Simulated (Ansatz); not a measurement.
Mulliken charges of ClGeH$_{3}$O$_{3}$, SMILES `[OH][Ge]([OH])([OH])[Cl]` from B3LYP/def2-TZVPP in Ansatz (PBE0-D4/def2-TZVP geometry).

| atom | x (Å) | y (Å) | z (Å) | charge (e) |
| --- | --- | --- | --- | --- |
| O1 | -0.914 | 1.183 | 0.838 | -0.381 |
| Ge2 | 0.080 | 0.138 | -0.150 | 0.879 |
| O3 | 1.550 | -0.009 | 0.785 | -0.380 |
| O4 | -0.677 | -1.415 | -0.479 | -0.389 |
| Cl5 | 0.431 | 0.952 | -2.085 | -0.284 |
| H6 | -1.716 | 1.463 | 0.388 | 0.186 |
| H7 | 2.238 | -0.489 | 0.317 | 0.186 |
| H8 | -0.900 | -1.881 | 0.331 | 0.183 |

Task: By hand: the dipole of these point charges (1 e Å = 4.8032 D).

Result: Σ q r = (-0.097, -0.209, 0.221) e Å, of length 0.319 e Å = 1.53 D.

Task: How does the dipole of the full density compare? (Estimate.)

Result: Ansatz gave: (-0.114, -0.230, 0.050) e Å, 1.26 D; the point charges give 1.21 times that, at 33° from its direction.

Point charges leave out the atoms' own dipoles, such as those of lone pairs, and Mulliken's split depends on the basis, so the two needn't agree.

B3LYP here is the variant with VWN-RPA as its local correlation; programs differ in this.
